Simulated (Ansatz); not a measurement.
Input file for Ansatz (an electronic-structure program): R-PBE/def2-TZVPPD on CH2FN (a complex), monomers drawn apart or pushed together. Files ending in .json are basis or fitting sets from the Basis Set Exchange.

Ansatz 0.2 input:
```yaml
crystal:
  periodic: [false, false, false]
  atoms:
    - {symbol: F, position_ang: [-0.04811267, -0.99302390, -0.13729845]}
    - {symbol: H, position_ang: [0.03747627, -0.48044510, 0.64394619]}
    - {symbol: C, position_ang: [0.29421468, 1.04228824, 2.95475351]}
    - {symbol: N, position_ang: [0.18779117, 0.41505597, 2.00565239]}
    - {symbol: H, position_ang: [0.39367146, 1.62827703, 3.84135504]}
basis:
  gaussian:
    orbitals: def2-TZVPPD.json
hamiltonian:
  xc: {name: PBE}
scf: {lower_state_search: off}
```

The head of its log:

```
WARN ansatz: RAYON_NUM_THREADS=1 ignored (pool sized by the plan → 1); use --threads N
Functional definition: PBE
these checks for a lower state are left out or cut short: stability, starts, cluster_reference, orbital_swaps, neighbouring_geometries, increment
integrals: 0.04 GiB planned
668 factors; their error is unknown
mean field: 0.37 GiB planned
mean field evaluation 1: about -5266.6402 eV, gradient 5.7e1 eV
mean field evaluation 2: about -5249.0552 eV, gradient 1.1e2 eV
```

Task: Give the final energy of this run.

Result: -193.7559 hartree.
